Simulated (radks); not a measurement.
The numbers below are computed, except where a source is named.
Q: The mean radii <r> (bohr) of the occupied orbitals of an atom or ion are listed with their occupations. Level of theory: Dirac Kohn-Sham, relativistic LDA (MacDonald-Vosko exchange, VWN5 correlation), spin-unpolarised, spherical densities, finite nucleus; Fermi nuclear charge, rms radius of each element as measured or else 0.836 A^(1/3) + 0.57 fm (a radial shooting solver on a logarithmic mesh with Libxc functionals).

orbital  occ.      <r>
1s1/2       2  0.01640
2s1/2       2  0.06829
2p1/2       2  0.05606
2p3/2       4  0.06477
3s1/2       2   0.1752
3p1/2       2   0.1654
3p3/2       4   0.1804
3d3/2       4   0.1563
3d5/2       6   0.1608
4s1/2       2   0.3518
4p1/2       2   0.3472
4p3/2       3   0.3691

Name the element and its charge. Open shells, if any, fill j = l - 1/2 first.

A: Z = 81, thallium, charge +46: Tl46+ in [Ar] 3d10 4s2 4p5. The 1s radius gives Z: for a bare nucleus <r> = (2 gamma + 1)/(2Z) with gamma = sqrt(1 - (Z/c)^2), 0.01613 bohr for Z = 81, and screening makes it slightly larger (0.01640 here). The occupations add up to 35, and the charge is Z minus that.
